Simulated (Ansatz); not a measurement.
A nudged elastic band was laid between two geometries of FGeH3 (5 atoms, charge 0, multiplicity 1).

Level of theory: RKS CAM-B3LYP/def2-SVP (Ansatz 0.2.0).

- movable images: 9
- climbing image: yes
- spring: 5.0 eV/Å²
- optimiser: quadratic models (default)
- start path: straight line
- force threshold: 0.05 eV/Å
- iteration limit: 60
- end points: relaxed

First end point:

```xyz
5
Properties=species:S:1:pos:R:3
Ge 0.284 -0.049 0.201
H 0.244 0.017 1.731
H 1.713 0.017 -0.346
F -0.535 1.373 -0.378
H -0.491 -1.252 -0.347
```

Last end point:

```xyz
5
Properties=species:S:1:pos:R:3
Ge 0.135 -0.004 -0.957
H 0.993 -0.317 1.363
H 1.595 0.028 1.032
F -0.762 1.428 -0.489
H -0.747 -1.029 -0.089
```

(1) Which bonds break or form, and what moves?

(2) Give the energies along the band, and the barrier.

(3) What is the geometry of the highest image?

Answers

(1) Bonds broken: Ge1–H2, Ge1–H3. Bonds formed: H2–H3. FGeH3 becomes FGeH + H2.

(2) The forces met the threshold. The highest image is number 5 of 0 to 10, 62.8 kcal/mol above the first end and 31.2 kcal/mol above the last; the last end lies 31.6 kcal/mol above the first. Another band between the same ends (9 images) ends at a top of the same energy, where a vibrational analysis finds 1 clearly imaginary mode. The orbitals stay closed-shell, which can raise the energy where a bond breaks towards radicals; this wasn't checked here.

| image | path coordinate (Å) | energy (kcal/mol) | Ge1–H2 (Å) | Ge1–H3 (Å) | H2–H3 (Å) |
| --- | --- | --- | --- | --- | --- |
| 0 | 0.00 | 0.0 | 1.53 | 1.53 | 2.54 |
| 1 | 0.26 | 3.1 | 1.51 | 1.53 | 2.33 |
| 2 | 0.52 | 13.7 | 1.50 | 1.52 | 2.09 |
| 3 | 0.78 | 32.3 | 1.53 | 1.50 | 1.83 |
| 4 | 1.04 | 53.3 | 1.61 | 1.50 | 1.59 |
| 5 | 1.30 | 62.8 | 1.74 | 1.55 | 1.35 |
| 6 | 1.53 | 55.3 | 1.83 | 1.63 | 1.10 |
| 7 | 1.75 | 39.5 | 1.95 | 1.79 | 0.87 |
| 8 | 1.98 | 33.0 | 2.15 | 2.05 | 0.78 |
| 9 | 2.21 | 31.8 | 2.33 | 2.29 | 0.77 |
| 10 | 2.43 | 31.6 | 2.49 | 2.47 | 0.77 |

(3) 
```xyz
5
Properties=species:S:1:pos:R:3
Ge 0.272 -0.028 -0.429
H 0.632 -0.210 1.261
H 1.598 0.092 0.362
F -0.656 1.447 -0.320
H -0.631 -1.195 -0.015
```

Run time: 110 s on 1 thread of Arm Neoverse V2 (shared host), peak memory 0.12 GiB.
